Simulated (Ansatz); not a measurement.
`CB(N)Cl` + `[OH][GeH3]` → `NB(Cl)[O][GeH3]` + CH₄ at 500 K and 1 bar (ligand exchange at a B–C bond).

Calculated with Ansatz (gas phase, PBE0-D4/def2-TZVP geometries, no zero-point term in ΔE). CCSD(T)/CBS adds triple-zeta CCSD(T) − MP2 to the extrapolated MP2 energy (def2 sets, frozen cores). This one scheme is used for every species. For Ge outer-core shells are correlated without core-valence functions, which leaves a few kJ/mol of doubt a bond. Scalar relativity is left out up to krypton. One conformer a species, not always the lowest.

| species | CCSD(T)/CBS energy (Eh) | H − E (kJ/mol) | S (J/(mol·K)) |
| --- | --- | --- | --- |
| `CB(N)Cl` | -580.44617 | 219.9 | 357.6 |
| `[OH][GeH3]` | -2153.69723 | 124.0 | 309.0 |
| `NB(Cl)[O][GeH3]` | -2693.72389 | 208.7 | 439.6 |
| CH₄ | -40.46206 | 135.6 | 206.8 |

H − E and S are ideal-gas, rigid-rotor, harmonic terms from PBE0-D4/def2-TZVP, for one conformer and one mirror image of each species. 1 Eh = 2625.50 kJ/mol, R = 8.31446 J/(mol·K).

Question: By hand: ΔE, ΔH, ΔS and ΔG.

Answer: ΔE = (-2693.72389) + (-40.46206) − (-580.44617) − (-2153.69723) = -0.04255 Eh = -111.7 kJ/mol. Δ(H − E) = 208.7 + 135.6 − 219.9 − 124.0 = 0.4, so ΔH = -111.3 kJ/mol. ΔS = 439.6 + 206.8 − 357.6 − 309.0 = -20.2 J/(mol·K). ΔG = -111.3 − 500 × (-20.2)/1000 = -101.2 kJ/mol.

Question: By hand: the equilibrium constant, and the temperature at which ΔG would vanish if ΔH and ΔS stayed fixed.

Answer: log₁₀ K = −ΔG/(RT ln 10) = 10.6. ΔG = 0 at ΔH/ΔS = 5510 K, far beyond where these terms or the molecules hold.

ΔH outweighs TΔS. A doubt of 5 kJ/mol in ΔE shifts log₁₀ K by 0.5 here. Other conformers and mirror images would add mixing entropy, several J/(mol·K) or more a flexible species. Modes under 60 cm⁻¹, often nearly free rotors, make the harmonic entropy too high. These are equilibria of isolated gas molecules and say nothing of rates. Largest T1 diagnostic: 0.012 (customary marks: 0.02 for closed shells, 0.045 for open ones).
